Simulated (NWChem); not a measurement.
Molecule: selenophene (C₄H₄Se); SMILES c1cc[se]c1

```xyz
9

C      0.0000     0.7145    -1.6729
C      0.0000    -0.7145    -1.6729
C      0.0000    -1.2837    -0.4311
Se     0.0000     0.0000     0.9061
C      0.0000     1.2837    -0.4311
H      0.0000     1.3077    -2.5900
H      0.0000    -1.3077    -2.5900
H      0.0000    -2.3461    -0.1892
H      0.0000     2.3461    -0.1892
```
Atoms are numbered in this order, from 1.

Computed with NWChem. Pople sets run with spherical d functions. The geometry was optimised at PBE0/def2-SVP. Ions are spin-unrestricted doublets at the neutral geometry; other ion states weren't tried.

Q: Order these by “−ε(HOMO) (eV)”, lowest first: LRC-wPBEh/6-31G*; PBE/6-31G*; M06-2X/6-31G*; B3LYP/6-31G*.

A: PBE/6-31G* (5.49), B3LYP/6-31G* (6.30), M06-2X/6-31G* (7.75), LRC-wPBEh/6-31G* (8.46)
